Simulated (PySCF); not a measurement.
A small calculation by hand: chemical shift, span and skew from a shielding tensor

C4H6O2, SMILES O=CC1COC1. Atoms are numbered in the order given.

```xyz
12

O      2.4830    -0.0478     0.0000
C      1.3527     0.3626     0.0000
C      0.1226    -0.5076     0.0000
C     -0.9544    -0.0896     1.0260
O     -1.8431     0.3539     0.0000
C     -0.9544    -0.0896    -1.0260
H      1.1359     1.4651     0.0000
H      0.4197    -1.5650     0.0000
H     -0.6692     0.7247     1.7168
H     -1.3682    -0.9265     1.6150
H     -0.6692     0.7247    -1.7168
H     -1.3682    -0.9265    -1.6150
```
Charge 0, spin multiplicity 1.

The structure is a stationary point at ωB97X-D3(BJ)/def2-SVP. One conformer was computed; it need not be the lowest.

GIAO shieldings from PySCF with PBE/pcSseg-1, non-relativistic, no solvent. The symmetric part of the tensor of C3 has the principal values 114.1, 133.4, 142.9 ppm. The same nucleus in TMS has σ = 182.0 ppm at this level (PySCF, at its B3LYP-D3(BJ)/def2-TZVP geometry).

Problem. Work out the isotropic shielding, the ¹³C shift against TMS, the span and the skew.

Solution. 
σ(iso) = (σ11 + σ22 + σ33)/3 = 130.1 ppm. δ = σ(ref) − σ(iso) = 182.0 − (130.1) = 51.9 ppm.
Span Ω = σ33 − σ11 = 28.8 ppm. Skew κ = 3(σ(iso) − σ22)/Ω = -0.34. Tumbling in solution averages the tensor to δ; in a static solid the shielding alone would spread this spin-1/2 line over Ω.
